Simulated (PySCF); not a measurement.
## From a computed spectrum to the compound

A species of 3 atoms with charge 0 has these harmonic modes (PBE0, small Gaussian bases with core potentials, PySCF 2.14.0):

```tsv
cm⁻¹	km/mol	symmetry
140	25.4	a'
329	54.0	a'
856	180.4	a'
```

Task: Which species is it, and in which structure?

Result: YbOCl (singlet in the valence; each metal's 4f electrons, 13 of them, lie in its core potential, out of spins and levels):
```xyz
3

Yb    0.2251    0.0000   -0.2619
O     1.7233    0.0000    0.7152
Cl   -1.9080    0.0000    0.9755
```
Ideal gas at 298.15 K and 1 bar: S = 307.8 J/(mol K), Cp = 50.4 J/(mol K), H − H(0 K) = 12.8 kJ/mol (rigid rotor, harmonic modes, spin degeneracy alone, that of the 4f electrons in the core included). An lcecp potential fixes the number of 4f electrons, so in runs with it no electron can move into or out of that shell.
 The answer isn't unique; the calculation gave this one.
